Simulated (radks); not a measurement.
Removal energies from the lutetium ion Lu7+, [Xe] 4f10, by Delta-SCF beside the eigenvalue of the level emptied. Method: scalar-relativistic Kohn-Sham, LDA (Slater exchange, Perdew-Wang correlation), spin-polarised, spherical densities, finite nucleus; Fermi nuclear charge, rms radius of each element as measured or else 0.836 A^(1/3) + 0.57 fm; computed with a radial shooting solver on a logarithmic mesh with Libxc functionals. Open shells are filled with parallel spins first.

removed from     final configuration  Delta-SCF (eV)  -eigenvalue (eV)
5p            [Kr] 4d10 4f10 5s2 5p5          140.13            131.38
4f                          [Xe] 4f9          147.05            132.84
5s            [Kr] 4d10 4f10 5s1 5p6          176.03            166.43
4d             [Kr] 4d9 4f10 5s2 5p6          333.71            318.79
